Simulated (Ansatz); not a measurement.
BH₃OTe (`OB[TeH]`), charge 0, multiplicity 1.

(1) Give a relaxed structure at PBE0-D4/def2-TZVP (the Gaussian-basis code of Ansatz). (Best estimate.)

## Answers

(1) The calculation gave: 
Z-matrix (Å, degrees):
```
B
Te 1 2.170
O 1 1.347 2 123.3
H 1 1.193 2 118.6 3 -180.0
H 2 1.653 1 92.1 3 180.0
H 3 0.960 1 116.4 2 -0.0
```
Point group Cs.
